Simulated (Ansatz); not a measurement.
Species: C3H5O, charge 0, multiplicity 2. It need not be the lowest isomer of its formula. 
Coordinates optimised at B3LYP-D3(BJ)/def2-TZVP (Ansatz, a first-principles code):
```xyz
9

C      1.7807    -0.1390    -0.6135
C      0.6338    -0.2487     0.1444
C     -0.5990     0.2673    -0.1952
O     -1.7224     0.1528     0.5601
H      1.7803     0.3819    -1.5620
H      2.7122    -0.5709    -0.2804
H      0.6974    -0.7851     1.0904
H     -0.7789     0.8168    -1.1085
H     -1.5254    -0.3421     1.3655
```
Charge 0, spin multiplicity 2.

Property: atomisation energy (electronic, to ground-state atoms), in kJ/mol. Valence correlation only, unless marked. UHF or UKS for open shells. Spin-orbit coupling is left out. Non-relativistic. The coupled-cluster limit lacks core correlation, which all-electron functionals hold. CBS(X,Y): correlation extrapolated as X^-3; Hartree-Fock from the larger set. The bracket is a focal-point correction in the basis named.

The UHF reference is spin-contaminated (<S^2> 0.19 over the pure value in the largest basis). 

```
level                                                                 program  atomisation energy (kJ/mol)
-------------------------------------------------------------  --------------  ---------------------------
PBE-D4/def2-TZVPD                                              Ansatz + dftd4                       3762.0
revPBE-D3(BJ)/def2-TZVPD                                       Ansatz + dftd3                       3654.4
B97M-V/def2-TZVPD                                                      Ansatz                          [?]
PBE0/6-31G*                                                            Ansatz                       3649.2
r2SCANh-D4/def2-TZVPD                                          Ansatz + dftd4                       3644.6
r2SCAN0-D4/def2-TZVPD                                          Ansatz + dftd4                       3606.6
HSE06-D3(BJ)/def2-TZVPD                                        Ansatz + dftd3                          [?]
LC-wPBE-D4/def2-TZVPD                                          Ansatz + dftd4                       3657.5
B2PLYP-D3(BJ)/def2-TZVPD                                       Ansatz + dftd3                          [?]
CCSD/aug-cc-pVDZ                                                       Ansatz                          [?]
CCSD/cc-pVDZ                                                           Ansatz                       3310.9
RI-MP2/CBS(aug-cc-pVTZ,aug-cc-pVQZ)+[CCSD(T)-MP2]/aug-cc-pVTZ          Ansatz                       3630.2
```

Problem. Some entries are withheld; supply them.

Solution. 
- B97M-V/def2-TZVPD, atomisation energy (kJ/mol): 3647.1
- HSE06-D3(BJ)/def2-TZVPD, atomisation energy (kJ/mol): 3678.4
- B2PLYP-D3(BJ)/def2-TZVPD, atomisation energy (kJ/mol): 3609.0
- CCSD/aug-cc-pVDZ, atomisation energy (kJ/mol): 3341.8
